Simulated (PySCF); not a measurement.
Two species compared at the same levels of theory.

First species: C₃H₁₀P₂.
SMILES: `CCP(C)P`

Second species: C₇H₇F.
InChI=1S/C7H7F/c1-2-6-4-3-5-7(6)8/h1,5-6H,3-4H2/t6-/m0/s1

Levels: PBE0/def2-SVPD for HOMO energy, LUMO energy, HOMO–LUMO gap and static isotropic polarisability; TDDFT PBE0/def2-SVPD for lowest singlet excitation; TDA PBE0/def2-SVPD for lowest triplet excitation (Tamm–Dancoff). Geometries: GFN2-xTB. Each species is one conformer at its optimised geometry, gas phase, non-relativistic unless stated. Electronic properties by PySCF.

The conformers computed, where there is a choice (atom-mapped SMILES and torsion angles):
- `[CH3:1][CH2:2][P:3]([CH3:4])[PH2:5]`: C1–C2–P3–C4 -77°, H–P5–P3–C2 -85°, H–P5–P3–C2 -177°

The conformers of `C#C[C@H]1CCC=C1F` aren't listed.

Values for the first species:

| Property | Result |
| --- | --- |
| HOMO energy | -6.23 eV |
| LUMO energy | 0.14 eV |
| HOMO–LUMO gap | 6.37 eV |
| Lowest singlet excitation | 5.36 eV |
| Lowest triplet excitation (Tamm–Dancoff) | 4.27 eV |
| Static isotropic polarisability | 92.4 au |

Task: Estimate the same properties for the second species, and the change in each.

Result: 
| property | first | second | second less first |
| --- | --- | --- | --- |
| HOMO energy | -6.23 eV | -7.20 eV | -0.97 eV |
| LUMO energy | 0.14 eV | 0.25 eV | +0.11 eV |
| HOMO–LUMO gap | 6.37 eV | 7.45 eV | +1.08 eV |
| lowest singlet excitation | 5.36 eV | 6.55 eV | +1.19 eV |
| lowest triplet excitation (Tamm–Dancoff) | 4.27 eV | 4.38 eV | +0.11 eV |
| static isotropic polarisability | 92.4 au | 76.2 au | -16.2 au |

On the first: The vertical singlet–triplet gap S1 − T1 is 1.09 eV (TDDFT singlet less Tamm–Dancoff triplet; S1: HOMO→LUMO, weight 0.95; T1: HOMO→LUMO, weight 0.86). No computed singlet falls in the visible range (750 to 380 nm, 1.65 to 3.26 eV); S1 lies 2.10 eV above its blue end.

On the second: The vertical singlet–triplet gap S1 − T1 is 2.17 eV (TDDFT singlet less Tamm–Dancoff triplet; S1: HOMO−1→LUMO, weight 0.43; T1: HOMO→LUMO, weight 0.83). S1 lies 0.90 eV below the HOMO–LUMO gap; its leading configuration is HOMO−1→LUMO, weight 0.43.
